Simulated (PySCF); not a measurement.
**Zinc: a sound run and one with changed settings**

Sound run: Zn⁺ [Ar] 3d10 4s1, Zn²⁺ [Ar] 3d10. Computed with PySCF 2.14 in x2c-SVPall, with the spin-free X2C one-electron Hamiltonian (Gaussian nucleus). In the sound run the correlated levels freeze [Ar]. The sound run starts from symmetry-adapted Hartree-Fock orbitals and uses a fine grid where one is needed.

Changed run: a valence shell is frozen. This setting is unsound on purpose.

Ionisation energy of Zn⁺:

| method | sound run (eV) | changed run (eV) |
| --- | --- | --- |
| UHF | 16.838 | 16.838 |
| MP2 | 17.287 | 16.838 |
| SCS-MP2 | 17.225 | 16.838 |
| CCSD | 17.235 | 16.838 |
| CCSD(T) | 17.272 | 16.838 |
| CCSDT | n/a | 16.838 |
| FCI | n/a | 16.838 |

Freezing a valence shell removes pair correlation that changes on ionisation.

For comparison, NIST gives 17.964 eV between the lowest levels.
